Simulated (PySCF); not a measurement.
B(F)(Me)(OH) (CH4BFO), SMILES CB(O)F. Atoms are numbered in the order given.

```xyz
8

B     -0.0075     0.0565     0.0000
F      1.2198     0.6018     0.0000
C     -0.1710    -1.4969     0.0000
H      0.3294    -1.9297     0.8814
H     -1.2230    -1.8103     0.0000
H      0.3294    -1.9297    -0.8814
O     -1.0685     0.8917     0.0000
H     -0.8025     1.8188     0.0000
```
Charge 0, spin multiplicity 1.

Geometry optimised at PBE0-D3(BJ)/def2-SVP. Other conformers were not sampled.

The numbers are results of PySCF with PBE0/pcJ-1, not measurements.

Isotropic couplings with Fermi-contact, spin-dipole and both spin-orbit terms, one fixed conformer, no vibrational averaging. Isotopes: 11B, 13C, 19F, 1H.

```json
[
 {"pair": "B1–F2", "bonds apart": "1", "J (Hz)": "-154.0"},
 {"pair": "B1–C3", "bonds apart": "1", "J (Hz)": "77.7"},
 {"pair": "C3–H4", "bonds apart": "1", "J (Hz)": "(withheld)"},
 {"pair": "C3–H5", "bonds apart": "1", "J (Hz)": "(withheld)"},
 {"pair": "C3–H6", "bonds apart": "1", "J (Hz)": "(withheld)"},
 {"pair": "B1–H4", "bonds apart": "2", "J (Hz)": "-7.4"},
 {"pair": "B1–H5", "bonds apart": "2", "J (Hz)": "-6.2"},
 {"pair": "B1–H6", "bonds apart": "2", "J (Hz)": "-7.4"},
 {"pair": "B1–H8", "bonds apart": "2", "J (Hz)": "-6.2"},
 {"pair": "F2–C3", "bonds apart": "2", "J (Hz)": "(withheld)"},
 {"pair": "H4–H5", "bonds apart": "2", "J (Hz)": "-14.5"},
 {"pair": "H4–H6", "bonds apart": "2", "J (Hz)": "-19.4"},
 {"pair": "H5–H6", "bonds apart": "2", "J (Hz)": "-14.5"},
 {"pair": "F2–H4", "bonds apart": "3", "J (Hz)": "(withheld)"},
 {"pair": "F2–H5", "bonds apart": "3", "J (Hz)": "(withheld)"},
 {"pair": "F2–H6", "bonds apart": "3", "J (Hz)": "(withheld)"},
 {"pair": "F2–H8", "bonds apart": "3", "J (Hz)": "2.7"},
 {"pair": "C3–H8", "bonds apart": "3", "J (Hz)": "5.9"},
 {"pair": "H4–H8", "bonds apart": "4", "J (Hz)": "(withheld)"},
 {"pair": "H5–H8", "bonds apart": "4", "J (Hz)": "(withheld)"},
 {"pair": "H6–H8", "bonds apart": "4", "J (Hz)": "(withheld)"}
]
```

Problem. Complete the blanks. (Estimate from the structure and the level; the computed values follow.)

Solution. 
- C3–H4, J (Hz): 115.7
- C3–H5, J (Hz): 125.1
- C3–H6, J (Hz): 115.7
- F2–C3, J (Hz): 32.3
- F2–H4, J (Hz): -0.9
- F2–H5, J (Hz): 27.9
- F2–H6, J (Hz): -0.9
- H4–H8, J (Hz): 0.3
- H5–H8, J (Hz): 0.5
- H6–H8, J (Hz): 0.3
